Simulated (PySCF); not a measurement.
Gas-phase reaction: GeH₂F₂ + HF ⇌ GeHF₃ + H₂, at 1800 K and a standard pressure of 1 bar. Level: GFN2-xTB.

Method: PySCF energies (xtb for GFN2) plus ideal-gas RRHO corrections (1 bar). All species are closed-shell singlets. GeH₂F₂, GeHF₃: computed as isolated molecules; such fragments, hydroxides, amides, oligomers or adducts are transient or little studied in the gas. The harmonic model lacks anharmonicity and excited electronic states, which grow with temperature; levels with a mode under 35 cm⁻¹ are left out.

```
species     E (Ha)  H(1800 K) − E (kJ/mol)  S°(1800 K) (J/mol/K)
-------  ---------  ----------------------  --------------------
GeH₂F₂   -12.49528                   202.4                 447.5
HF        -5.22287                    77.2                 227.9
GeHF₃    -16.75582                   199.1                 483.0
H₂        -0.98269                    77.2                 185.2
```
E: electronic energy; H − E holds the zero-point and thermal terms. 1 Ha = 2625.5 kJ/mol.

Work out ΔH°, ΔS°, ΔG° and log10 K from these numbers.

1. ΔE = 1×(-16.75582) + 1×(-0.98269) − 1×(-12.49528) − 1×(-5.22287) = -0.02036 Ha = -53.5 kJ.
2. Δ(H − E) = 1×(199.1) + 1×(77.2) − 1×(202.4) − 1×(77.2) = -3.3 kJ, so ΔH° = -56.8 kJ.
3. ΔS° = 1×(483.0) + 1×(185.2) − 1×(447.5) − 1×(227.9) = -7.2 J/K; the number of gas molecules stays the same.
4. ΔG° = ΔH° − TΔS° = -56.8 − 1800×(-7.2)/1000 = -43.8 kJ.
5. log10 K = −ΔG°/(RT ln 10) = 1.27, with RT ln 10 = 34.46 kJ/mol; at standard pressures the products are favoured.
6. A shift of 10 kJ in ΔE would move log10 K by 0.29 here.
For scale, ΔH°(298 K) is -65 kJ at this level, -66 kJ at ωB97M-V/def2-TZVP†, and runs from -103 to -52 kJ over the 20 levels computed († marks an energy on the PBE0/def2-TZVP geometry).
